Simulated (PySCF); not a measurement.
# Spin-rotation constants: `InChI=1S/C5H7ClF2O/c1-4(7)9-3-5(8)2-6/h5H,1-3H2/t5-/m0/s1`

Geometry:
```tsv
atom	x (Å)	y (Å)	z (Å)
C1	3.096	0.370	-0.134
C2	1.806	0.097	-0.093
F3	1.222	-0.296	1.066
O4	0.964	0.178	-1.133
C5	-0.383	-0.203	-0.939
C6	-1.180	0.814	-0.102
F7	-2.019	1.526	-0.930
C8	-1.998	0.181	1.015
Cl9	-3.009	-1.158	0.404
H10	3.699	0.281	0.748
H11	3.552	0.677	-1.052
H12	-0.441	-1.196	-0.479
H13	-0.812	-0.247	-1.941
H14	-0.499	1.558	0.334
H15	-1.336	-0.227	1.778
H16	-2.671	0.921	1.448
```

Computed with GIAO PBE0/pcSseg-1 magnetisability, rotational g tensor and spin-rotation constants, non-relativistic, gas phase (PySCF). Geometry: GFN2-xTB.

(1) Give the nuclear spin-rotation constants along the inertial axes (H = +C I·J) beside the isotropic shieldings.

Answers

(1) Rotational constants 2.5515, 0.7110, 0.6333 GHz. A star marks the isotopologue with that one atom substituted, in its own axes.
| atom | isotope | Caa (kHz) | Cbb (kHz) | Ccc (kHz) | mean (kHz) | σ (ppm) |
| --- | --- | --- | --- | --- | --- | --- |
| F3 | 19F | 3.467 | 0.785 | 0.687 | 1.646 | 264.5 |
| F7 | 19F | 1.779 | 0.452 | 0.247 | 0.826 | 371.5 |
| Cl9 | 35Cl | 0.337 | 0.140 | 0.060 | 0.179 | 907.0 |
| H10 | 1H | -0.153 | -0.021 | -0.044 | -0.073 | 27.8 |
| H11 | 1H | -0.141 | -0.015 | -0.053 | -0.070 | 27.9 |
| H12 | 1H | -0.257 | 0.024 | -0.048 | -0.094 | 26.9 |
| H13 | 1H | -0.254 | -0.027 | -0.009 | -0.097 | 27.3 |
| H14 | 1H | -0.068 | -0.083 | 0.001 | -0.050 | 26.7 |
| H15 | 1H | -0.173 | 0.004 | -0.065 | -0.078 | 27.8 |
| H16 | 1H | -0.133 | -0.064 | -0.013 | -0.070 | 27.7 |
| C1 | 13C* | 0.518 | 0.182 | 0.118 | 0.273 | 119.8 |
| C2 | 13C* | 0.767 | 0.322 | 0.229 | 0.440 | 15.0 |
| O4 | 17O* | -0.500 | -0.100 | -0.074 | -0.225 | 211.5 |
| C5 | 13C* | 0.494 | 0.179 | 0.145 | 0.273 | 113.3 |
| C6 | 13C* | 0.658 | 0.174 | 0.178 | 0.337 | 88.7 |
| C8 | 13C* | 0.503 | 0.143 | 0.117 | 0.255 | 133.0 |

For the geometry as given, no vibrational averaging.
